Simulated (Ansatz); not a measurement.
Geometry optimisation, UKS PBE0/cc-pVDZ (Ansatz 0.2.0).

Input:

```yaml
crystal:
  periodic: [false, false, false]
  atoms:
    - { symbol: B, position_ang: [-0.3303, -0.3042, -0.1342] }
    - { symbol: S, position_ang: [0.8148, 0.9006, -1.5848] }
    - { symbol: S, position_ang: [-1.7207, -0.7247, -1.0374] }
    - { symbol: H, position_ang: [-0.7457, 0.247, -2.1825] }
    - { symbol: C, position_ang: [0.3102, -0.4974, 1.2672] }
    - { symbol: H, position_ang: [0.2163, 2.026, -1.2068] }
    - { symbol: H, position_ang: [1.2015, -1.1252, 1.2072] }
    - { symbol: H, position_ang: [-0.3771, -0.9714, 1.9666] }
    - { symbol: H, position_ang: [0.6311, 0.4492, 1.7048] }
magnetization:
  spin_polarized: true
basis:
  gaussian: { orbitals: cc-pVDZ }
hamiltonian:
  xc: pbe0
relax:
  f_tol: 0.15
  max_steps: 25
  restrain:
    - { distance: [3, 1], at: 2.66, k: 30.0 }
    - { distance: [0, 1], at: 1.89, k: 30.0 }
    - { distance: [3, 2], at: 1.36, k: 30.0 }
```

Run as:

```bash
$ ansatz run input.yaml --threads 2 --pin off --max-ram 3072MiB --backend cpu --events-out ev --progress --plain --runs-dir out
```

Problem. Where does it end, and by what steps?

Solution. It converged. The restraints hold the end off the free minimum. After 10 steps the energy has fallen by 1.829 eV (the restraints' own energy left out); H6 moved furthest, 1.03 Å. Joined: S3–H4.

```csv
step,energy less start (eV),largest force component (eV/Å),accepted
0,0.0000,1.386,yes
1,-0.4963,2.485,yes
2,-1.1830,1.585,yes
3,-1.5300,0.529,yes
4,-1.6054,0.541,yes
5,-1.6728,0.768,yes
6,-1.7378,0.768,yes
7,-1.8067,0.571,yes
8,-1.8263,0.651,yes
9,-1.8069,0.705,no
10,-1.8289,0.644,yes
```

```xyz
9
Properties=species:S:1:pos:R:3
B -0.093 0.015 -0.125
S 1.033 1.201 -1.011
S -1.629 -0.451 -0.942
H -1.291 0.317 -2.006
C 0.338 -0.545 1.272
H 0.252 1.479 -2.081
H 1.340 -1.003 1.219
H -0.362 -1.293 1.673
H 0.413 0.280 2.001
```

Whether the end is a true minimum wasn't checked by a vibrational analysis.

Run time: 39 s on 2 threads of Arm Neoverse V1 (shared host), peak memory 0.25 GiB.
